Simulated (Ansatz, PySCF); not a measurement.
Gas-phase reaction in SMILES: [CH3][Ge]([Cl])([Cl])[Cl] [trichloro(methyl)germane] + 4 [H][H] (H2) → C (CH4) + 3 Cl (HCl) + [GeH4] (GeH4)
Geometries: B3LYP-D3(BJ)/def2-TZVP minima from Ansatz (a first-principles code). Frequencies are from Ansatz or PySCF.
Geometry of the first species:
SMILES: [Ge]([CH3])([Cl])([Cl])[Cl]
```xyz
8

C     -2.1656     0.0654     0.1290
Ge    -0.2312     0.0070     0.0138
Cl     0.5951     1.9785    -0.2494
Cl     0.6325    -0.8291     1.8009
Cl     0.4158    -1.1989    -1.6493
H     -2.4475     0.6828     0.9797
H     -2.5587     0.4930    -0.7913
H     -2.5395    -0.9481     0.2611
```
Charge 0, spin multiplicity 1.

Wanted: energy of full hydrogenation (enthalpy at 298 K, with B3LYP-D3(BJ) rigid-rotor harmonic-oscillator terms), in kcal/mol. Correlated levels leave the core frozen unless marked. No spin-orbit coupling. Frozen are the shells of the preceding noble gas and the d and f shells that filled before the atom's block. No relativistic terms. CBS marks a two-point X^-3 extrapolation of the correlation energy; Hartree-Fock from the larger set.

```
level                                        program  energy of full hydrogenation (kcal/mol)
------------------------------------  --------------  ---------------------------------------
revPBE-D3(BJ)/def2-TZVPD              Ansatz + dftd3                                     42.2
PBE0-D4/def2-TZVP                     Ansatz + dftd4                                        …
PBE0-D4/def2-TZVPD                    Ansatz + dftd4                                     38.0
PBE0/def2-TZVPD                               Ansatz                                     34.0
BHLYP-D4/def2-TZVPD                   Ansatz + dftd4                                        …
r2SCANh/def2-TZVPD                            Ansatz                                     40.3
r2SCAN0-D4/def2-TZVPD                 Ansatz + dftd4                                     40.1
HSE06/def2-TZVPD                              Ansatz                                     34.4
LC-wPBE/def2-TZVPD                            Ansatz                                     30.7
B2GP-PLYP/def2-TZVPD                          Ansatz                                     40.7
SCS-MP2/def2-SVPD                             Ansatz                                     29.2
SCS-MP2/def2-TZVPPD                           Ansatz                                     41.6
SCS-MP2/def2-QZVPPD                           Ansatz                                     43.2
CCSD(T)/CBS(def2-TZVPPD,def2-QZVPPD)          Ansatz                                     42.6
```

### Question
Fill in the missing entries.

### Answer

- PBE0-D4/def2-TZVP, energy of full hydrogenation (kcal/mol): 39.7
- BHLYP-D4/def2-TZVPD, energy of full hydrogenation (kcal/mol): 37.8
